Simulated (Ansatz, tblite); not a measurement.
Forces on the cluster GeS₂⁻ at its PBE0-D4/def2-TZVPD geometry. The state is a doublet with charge -1.

The xTB rows come from tblite. The structure comes from a short search, and lower isomers may exist.

GFN1-xTB (tblite), largest force 0.55 eV/Å:

```xyz
3
positions Å, forces eV/Å
Ge    0.438   -0.349    0.157   -0.152    0.122   -0.055
S    -0.275   -0.669   -1.799    0.092    0.179    0.516
S    -0.162    1.019    1.642    0.060   -0.301   -0.462
```

GFN2-xTB (tblite), largest force 0.97 eV/Å:

```
Ge 0.729 -0.582 0.261
S -0.381 0.041 -0.639
S -0.348 0.540 0.378
```

HF/def2-TZVPD (Ansatz), largest force 0.27 eV/Å:

```
Ge -0.206 0.164 -0.074
S 0.107 -0.016 0.171
S 0.098 -0.148 -0.098
```
